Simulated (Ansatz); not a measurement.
Born–Oppenheimer molecular dynamics of CH₇NSi₂ (11 atoms, charge 0, multiplicity 1). It starts at the highest image of a converged band. Of that band: The profile has 2 maxima (images 5, 7) with wells between them (image 6): this band takes more than one step, which may be the mechanism or a detour left from its start path. A vibrational analysis at the climbing image gives one clearly imaginary mode, 1364i cm⁻¹: a first-order saddle point.

The calculation used RKS PBE-D4/def2-SVP (Ansatz).

| Quantity | Value |
| --- | --- |
| ensemble | NVE (velocity Verlet) |
| time step | 0.5 fs |
| steps asked | 200 |
| starting velocities drawn for | 300 K |
| seed | 6254 |

First frame:

```xyz
11
Properties=species:S:1:pos:R:3
C -1.161 -0.049 -0.558
Si -0.287 -0.349 1.098
N 1.295 -0.086 0.343
Si 0.514 0.359 -1.443
H -1.853 0.816 -0.534
H -1.700 -0.921 -0.977
H -0.475 -1.717 1.704
H -0.585 0.670 2.173
H 2.223 0.126 0.722
H 1.501 -0.778 -0.886
H 0.595 1.871 -1.623
```

Problem. What does the run give?

Solution. All steps were run.

```
steps done                                               : 200
time covered                                             : 100 fs
mean temperature over the second half                    : 787 K
spread of the potential energy over the second half      : 16.3 meV per atom
mean potential energy of the second half above the start : -51.6 meV per atom
```

The conserved energy stayed within 0.4 meV per atom of its start (net change -0.37 meV per atom), so the integration is sound. The system heated up, since it started high on the potential surface and ran downhill. A run of 0.1 ps of so small a system gives no equilibrium averages. The orbitals stay closed-shell, which can raise the energy where a bond breaks towards radicals; this wasn't checked here.

Problem. What happens to the structure?

Solution. The step under study would form N3–H10 and break Si4–H10. These pairs go: N3–H10 1.43 → 1.00 Å, Si4–H10 1.61 → 2.69 Å. In the last frame they stand as after the step (other bonds may differ from the relaxed reactants and products). It ends as one piece, CH7NSi2. Pairs count as bonded within 1.25 times the sum of covalent radii (0.12 Å more for H–H). This is one draw of velocities; another would differ in detail.

Problem. How do temperature and energy run in time?

Solution. 
| time (fs) | T (K) | potential energy less start (eV) | conserved less start (meV/atom) |
| --- | --- | --- | --- |
| 0.0 | 300 | 0.000 | 0.00 |
| 5.0 | 216 | 0.099 | 0.10 |
| 10.0 | 547 | -0.289 | -0.18 |
| 15.0 | 976 | -0.788 | -0.12 |
| 20.0 | 1282 | -1.145 | -0.25 |
| 25.0 | 1055 | -0.880 | -0.21 |
| 30.0 | 768 | -0.547 | -0.18 |
| 35.0 | 702 | -0.471 | -0.24 |
| 40.0 | 787 | -0.569 | -0.28 |
| 45.0 | 623 | -0.378 | -0.16 |
| 50.0 | 890 | -0.689 | -0.21 |
| 55.0 | 806 | -0.589 | -0.08 |
| 60.0 | 903 | -0.705 | -0.29 |
| 65.0 | 752 | -0.527 | -0.05 |
| 70.0 | 626 | -0.382 | -0.21 |
| 75.0 | 826 | -0.613 | -0.06 |
| 80.0 | 762 | -0.540 | -0.28 |
| 85.0 | 927 | -0.731 | -0.10 |
| 90.0 | 806 | -0.592 | -0.32 |
| 95.0 | 962 | -0.773 | -0.19 |
| 100.0 | 929 | -0.735 | -0.37 |

Run time: 4.9 min on 2 threads of Arm Neoverse V2, with other jobs on the host, peak memory 0.13 GiB.
